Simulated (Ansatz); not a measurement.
`C[S][Mg][OH]` + HBr → `[OH][Mg][Br]` + CH₃SH  (ligand exchange at a Mg–S bond)

Isolated molecules relaxed with PBE0-D4/def2-TZVP in Ansatz; ΔE leaves out vibrations. CCSD(T)/CBS adds triple-zeta CCSD(T) − MP2 to the extrapolated MP2 energy (def2 sets, frozen cores). This one scheme is used for every species. DFT in def2-TZVPP. For Br, Mg outer-core shells are correlated without core-valence functions, which leaves a few kJ/mol of doubt a bond. Scalar relativity is left out up to krypton. Each species was taken in one conformer, which may not be the lowest.

```tsv
species	r2SCAN0-D4 energy (Eh)
`C[S][Mg][OH]`	-714.00986
HBr	-2574.74036
`[OH][Mg][Br]`	-2850.12267
CH₃SH	-438.66634
```

Task: Work out ΔE.

Result: ΔE = (-2850.12267) + (-438.66634) − (-714.00986) − (-2574.74036) = -0.03879 Eh = -1.06 eV. CCSD(T)/CBS gives -0.99 eV.

Largest T1 diagnostic among the species: 0.010.

From BLYP to BHLYP (50 % exact exchange), in def2-TZVPP and without D4, ΔE moves by −0.14 eV. Leaving LDA and LC-ωPBE aside and taking each functional with its dispersion term where it has one, the values, not all of them listed here, spread over 0.17 eV, from BHLYP-D4 to revPBE-D4.
